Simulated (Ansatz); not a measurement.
Molecule: CH3GeO2, charge 0, multiplicity 2. It need not be the lowest isomer of its formula. 
Coordinates optimised at B3LYP-D3(BJ)/def2-TZVP (Ansatz, a first-principles code):
```xyz
7

O      2.0322    -0.4650    -0.8448
C      1.7954    -0.2579     0.3012
O      0.6927     0.0189     0.9277
Ge    -0.9007     0.1435    -0.0547
H     -1.9050     0.4734     1.0491
H     -0.7117     1.2742    -1.0675
H     -1.1315    -1.2226    -0.7032
```
Charge 0, spin multiplicity 2.

Basis-set convergence of Hartree-Fock and MP2 correlation energies (hartree) with Ansatz. Correlated levels leave the core frozen unless marked. Open shells are spin-unrestricted. Spin-orbit coupling is left out. Frozen are the shells of the preceding noble gas and the d and f shells that filled before the atom's block. Non-relativistic.

| basis | functions | E(HF) | E(corr, MP2) |
|---|---|---|---|
| cc-pVDZ | 84 | -2264.66121 | -0.56761 |
| cc-pVTZ | 175 | -2264.79415 | -0.71376 |
| cc-pVQZ | 323 | -2264.81320 | -0.76769 |

Extrapolating the two largest sets (X = 3 and 4) as X^-3: E(corr) = (64·(-0.76769) - 27·(-0.71376))/37 = -0.8070 Eh, an estimate of the basis-set limit. The largest set recovers 95.1 % of it, the smallest 70.3 %.
